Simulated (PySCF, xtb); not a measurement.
S4, SMILES S=S(=S)=S.

The structure is a stationary point at ωB97X-D3(BJ)/def2-SVP.

Computed with IEF-PCM-M06-2X/def2-SVP in PySCF 2.14.0.

The values are the electrostatic part of the solvation free energy, E(continuum) − E(gas) at the gas-phase geometry, in a cavity of scaled van der Waals radii (PySCF's table); cavitation and dispersion terms are not included. In vacuum the orbital gap is 4.94 eV. The dipole moment in vacuum is 0.00 D.

```
solvent              ε  ΔG(elec) (kcal/mol)  dipole (D)  gap (eV)
---------------  -----  -------------------  ----------  --------
water            78.36                 -2.1        0.00      5.02
ethylethanoate    5.99                 -1.6        0.00      5.00
dichloromethane   8.93                 -1.7        0.00      5.01
```

For comparison, GFN2-xTB/ALPB(water) (xtb, at the GFN2-xTB geometry, all terms of that model) gives 4.2 kcal/mol.
